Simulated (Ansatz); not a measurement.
Consider the formal exchange of groups at the Si–C bond: `BC([SiH3])BCl` + `CI` → `[SiH3]CI` + `BCBCl`.

Computed with Ansatz on PBE0-D4/def2-TZVP structures; ΔE is electronic, products minus reactants. CBS: MP2 limit from def2 TZ/QZ plus the TZ coupled-cluster correction, frozen cores. DFT in def2-TZVPP. B3LYP here is the variant with VWN-RPA as its local correlation; programs differ in this. def2 core potentials past Kr. For I outer-core shells are correlated without core-valence functions, which leaves a few kJ/mol of doubt a bond. One conformer a species, not always the lowest.

`BC([SiH3])BCl`:

Z-matrix (Å, degrees):
```
Si
C 1 1.914
B 1 2.468 2 38.7
H 1 1.481 2 107.9 3 -136.9
H 1 1.494 2 108.7 3 -19.4
H 1 1.480 2 111.7 3 100.3
B 2 1.530 1 106.8 3 -116.5
H 2 1.091 1 107.7 3 117.8
H 3 1.195 1 118.4 2 -108.0
H 3 1.198 1 97.8 2 122.2
Cl 7 1.754 2 120.9 1 -120.9
H 7 1.193 2 122.5 1 59.7
```

`CI`:

Cartesian coordinates in Å:
```
C -0.076 -0.090 -0.195
I 0.636 0.751 1.627
H -0.623 0.684 -0.724
H 0.787 -0.420 -0.765
H -0.723 -0.925 0.057
```

`[SiH3]CI`:

Z-matrix (Å, degrees):
```
Si
C 1 1.877
H 1 1.490 2 109.0
H 1 1.483 2 109.6 3 119.6
H 1 1.483 2 109.6 3 -119.6
I 2 2.141 1 109.8 3 -179.9
H 2 1.089 1 112.7 3 -61.9
H 2 1.089 1 112.7 3 62.1
```

`BCBCl`:

```xyz
9

B    -0.354   -0.003    1.281
C    -0.082    0.626   -0.114
B     0.323   -0.510   -1.086
Cl    1.950   -0.622   -1.718
H    -1.212   -0.830    1.404
H     0.289    0.311    2.239
H    -1.083    0.923   -0.474
H     0.607    1.469   -0.106
H    -0.437   -1.364   -1.425
```

```json
{"level": "PBE-D4", "ΔE (kcal/mol)": "8.8"}
{"level": "ωB97X-V", "ΔE (kcal/mol)": "7.0"}
{"level": "B3LYP", "ΔE (kcal/mol)": "6.1"}
{"level": "SCS-MP2/def2-TZVPP", "ΔE (kcal/mol)": "6.9"}
{"level": "CCSD/def2-TZVPP", "ΔE (kcal/mol)": "6.8"}
{"level": "HF/def2-QZVPP", "ΔE (kcal/mol)": "3.8"}
{"level": "MP2/def2-QZVPP", "ΔE (kcal/mol)": "7.8"}
{"level": "CCSD/CBS(def2)", "ΔE (kcal/mol)": "6.6"}
```

Question: What does CCSD(T)/CBS give? (Best estimate.)

Answer: Ansatz gave: +7.3 kcal/mol. The listed levels differ from it by 1.5, -0.3, -1.2, -0.4, -0.5, -3.5, 0.5, -0.7 kcal/mol.

Largest T1 diagnostic among the species: 0.012.

The D4 term adds +0.9 kcal/mol with B3LYP and +0.5 kcal/mol with PBE0; it sums over pairs of atoms, weighted by their polarisabilities, and B3LYP, whose exchange is more repulsive, gets the larger term. In def2-TZVPP, CCSD(T) changes the Hartree–Fock value by +3.7 kcal/mol (the triples alone add +0.7 kcal/mol) and MP2 by +4.0 kcal/mol.
